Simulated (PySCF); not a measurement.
SCF from a fresh guess for singlet HfCl₂, at the B3LYP minimum. PySCF input:

```python
from pyscf import gto, scf, dft
mol = gto.M(atom='''
Hf     0.000000     0.000000    -0.145870
Cl     2.275533    -0.000000     0.403172
Cl    -2.275533     0.000000     0.403172''',
    basis={'Hf': 'def2-SVP', 'Cl': 'def2-SVP'},
    ecp={'Hf': 'def2-SVP'},
    charge=0, spin=0)
mf = dft.RKS(mol, xc='B3LYP')
mf.grids.atom_grid = (50, 194)
aux = {'Hf': 'def2-universal-JKFIT', 'Cl': 'def2-universal-JKFIT'}
mf = mf.density_fit(auxbasis=aux)
mf.conv_tol = 1e-08
mf.diis_space = 10
mf.max_cycle = 60
mf.init_guess = 'minao'
mf.verbose = 4
mf.kernel()
```

Excerpt of the output (cycles and frontier levels):

```
init E= -955.753469829884
  HOMO = -0.388650057848484  LUMO = -0.360385120734682  gap/eV = 0.76913
cycle= 1 E= -968.153714102016  delta_E= -12.4  |g|= 0.539  |ddm|= 7.03
  HOMO = -0.124911250735749  LUMO = -0.00861759354549183  gap/eV = 3.16451
cycle= 2 E= -968.121575902058  delta_E= 0.0321  |g|= 0.597  |ddm|= 2.32
  HOMO = -0.218868643640425  LUMO = -0.128771699816807  gap/eV = 2.45166
cycle= 3 E= -968.245021660368  delta_E= -0.123  |g|= 0.145  |ddm|= 1.42
  HOMO = -0.215763694369813  LUMO = -0.123832001898814  gap/eV = 2.50159
cycle= 4 E= -968.25116417523  delta_E= -0.00614  |g|= 0.0228  |ddm|= 0.198
  HOMO = -0.21688157086084  LUMO = -0.124294881053732  gap/eV = 2.51941
cycle= 5 E= -968.251291481107  delta_E= -0.000127  |g|= 0.0082  |ddm|= 0.0425
  HOMO = -0.216428858975564  LUMO = -0.123515212860592  gap/eV = 2.52831
cycle= 6 E= -968.25130917453  delta_E= -1.77e-05  |g|= 0.00146  |ddm|= 0.0114
  HOMO = -0.216500780804961  LUMO = -0.123555432258247  gap/eV = 2.52917
cycle= 7 E= -968.251309810762  delta_E= -6.36e-07  |g|= 0.000322  |ddm|= 0.00241
  HOMO = -0.216535377445158  LUMO = -0.123601341773553  gap/eV = 2.52886
cycle= 8 E= -968.251309851163  delta_E= -4.04e-08  |g|= 3.21e-05  |ddm|= 0.000989
  HOMO = -0.216531359100614  LUMO = -0.123594407159918  gap/eV = 2.52894
cycle= 9 E= -968.251309851885  delta_E= -7.22e-10  |g|= 5.46e-06  |ddm|= 0.000126
  HOMO = -0.216530588298818  LUMO = -0.123593145309732  gap/eV = 2.52896
Extra cycle  E= -968.251309851893  delta_E= -7.96e-12  |g|= 5.92e-06  |ddm|= 2.61e-05
converged SCF energy = -968.251309851893
```

No lower solution of this spin was found by a stability analysis within the restricted form, which does not test spin polarisation.

At the minimum of this search the closed-shell solution is unstable towards spin polarisation, so a lower open-shell solution exists. Spin–orbit coupling, left out here, can matter for elements this heavy.

The search for the lowest solution, with the stability check, took 2.3 s on 2 threads of a shared Arm Neoverse N1 host, with 68 basis functions; the process peaked at 0.28 GiB. Launch command: `OMP_NUM_THREADS=2 python axn.py task.json out`.
